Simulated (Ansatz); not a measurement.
Mulliken charges of GeH4O2, SMILES `[OH][GeH2][OH]` from PBE/def2-TZVPP in Ansatz (PBE0-D4/def2-TZVP geometry).

```tsv
atom	x (Å)	y (Å)	z (Å)	charge (e)
O1	-1.491	-0.416	-0.174	-0.377
Ge2	0.023	0.377	0.305	0.455
O3	1.347	-0.799	0.401	-0.375
H4	-1.635	-0.419	-1.122	0.174
H5	0.363	1.461	-0.739	-0.046
H6	-0.173	0.863	1.737	-0.003
H7	1.626	-1.135	-0.454	0.171
```

**Question.** By hand: the dipole of these point charges (1 e Å = 4.8032 D).

**Answer.** Σ q r = (0.045, 0.291, -0.190) e Å, of length 0.350 e Å = 1.68 D.

**Question.** How does the dipole of the full density compare? (Estimate.)

**Answer.** The calculation gave: (0.060, 0.168, -0.463) e Å, 2.38 D; the point charges give 0.71 times that, at 37° from its direction.

Point charges leave out the atoms' own dipoles, such as those of lone pairs, and Mulliken's split depends on the basis, so the two needn't agree.
